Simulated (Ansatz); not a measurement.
Stepwise reaction of `CC(C)[NH][Ge]([Cl])([Cl])[NH]C(C)C` with hydrogen chloride, as a gas-phase model of exchange steps in deposition or etching. ΔE in kJ/mol.

Calculated with Ansatz (gas phase, PBE0-D4/def2-TZVP geometries, no zero-point term in ΔE). CCSD(T)/CBS adds triple-zeta CCSD(T) − MP2 to the extrapolated MP2 energy (def2 sets, frozen cores). This one scheme is used for every species. DFT in def2-TZVPP. B3LYP here is the variant with VWN-RPA as its local correlation; programs differ in this. For Ge outer-core shells are correlated without core-valence functions, which leaves a few kJ/mol of doubt a bond. Scalar relativity is left out up to krypton. Each species was taken in one conformer, which may not be the lowest.

```json
{"step": "1", "reaction": "`CC(C)[NH][Ge]([Cl])([Cl])[NH]C(C)C` + HCl → `CC(C)[NH][Ge]([Cl])([Cl])[Cl]` + `CC(C)N`", "PBE-D4": "-40.2", "B3LYP-D4": "-37.7", "ωB97M-V": "-39.2", "CCSD(T)/CBS": "-33.1"}
{"step": "2", "reaction": "`CC(C)[NH][Ge]([Cl])([Cl])[Cl]` + HCl → `[Cl][Ge]([Cl])([Cl])[Cl]` + `CC(C)N`", "PBE-D4": "-39.7", "B3LYP-D4": "-36.6", "ωB97M-V": "-37.7", "CCSD(T)/CBS": "-30.7"}
```

Question: By hand: ΔE of the 2 steps together at CCSD(T)/CBS.

Answer: (-33.1) + (-30.7) = -63.8 kJ/mol, or -31.9 kJ/mol a step.

In ΔE the steps differ by no more than 2.4 kJ/mol. All are downhill at CCSD(T)/CBS. PBE-D4 differs from CCSD(T)/CBS by -9.0 to -7.1 kJ/mol a step. Isolated molecules leave out the surface, adducts and barriers. Largest T1 diagnostic: 0.010.
